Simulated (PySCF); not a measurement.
Core-level binding energies of `Fc1snnc1[SiH3]`

Species: C₂H₃FN₂SSi.
Bonds: F1–C2, C2–S3 (aromatic), S3–N4 (aromatic), N4–N5 (aromatic), N5–C6 (aromatic), C6–Si7, C2–C6 (aromatic). Hydrogens: H8, H9, H10 on Si7.

Theory: delta-SCF UKS SCAN, pcX-2 on the ionised atom, pcseg-1 elsewhere, spin-free X2C (PySCF). Each binding energy is the total energy of the core-ionised species, with the hole localised on one atom, minus that of the ground state; both are solved self-consistently, so orbital relaxation is included.

Q: Give the core binding energies atom by atom.

A: 
```csv
atom(s),bonded to,level,binding energy (eV),2p1/2 (eV),above the level's lowest (eV),count
S3,N (aromatic in the SMILES) and C (aromatic in the SMILES),S 1s,2479.05,–,0.00,1
Si7,C and 3 H,Si 1s,1846.97,–,0.00,1
F1,C,F 1s,694.26,–,0.00,1
N4,N (aromatic in the SMILES) and S (aromatic in the SMILES),N 1s,406.22,–,+0.02,1
N5,N (aromatic in the SMILES) and C (aromatic in the SMILES),N 1s,406.20,–,0.00,1
C2,"F, S (aromatic in the SMILES) and C (aromatic in the SMILES)",C 1s,293.95,–,+2.58,1
C6,"N (aromatic in the SMILES), C (aromatic in the SMILES) and Si",C 1s,291.37,–,0.00,1
Si7,C and 3 H,Si 2p3/2,107.23,107.85,0.00,1
```

Lowest listed C 1s: C6, bonded to N (aromatic in the SMILES), C (aromatic in the SMILES) and Si. Highest, 2.58 eV above it: C2, bonded to F, S (aromatic in the SMILES) and C (aromatic in the SMILES). Summing the Pauling electronegativity differences to the bonded atoms, each weighted by its formal bond order, gives +0.09 for the lowest site and +1.48 for the highest.

The 2 N 1s values lie within 0.02 eV of each other; Gaussian lines of 0.5 eV full width would blend them into one maximum.

Q: Which photon wavelength matches the F 1s of F1 threshold?

A: λ = hc/E = 12398.42 eV Å / 694.26 eV = 17.858 Å.

Not every level is listed. The 2p values add to the ΔSCF energy of one spin-free hole a correction within the shell (spin–orbit coupling, ligand field). 2p1/2 minus 2p3/2 (ligand field included): Si 0.62 eV. Geometry: GFN2-xTB; no solvent, vibrations or thermal averaging.
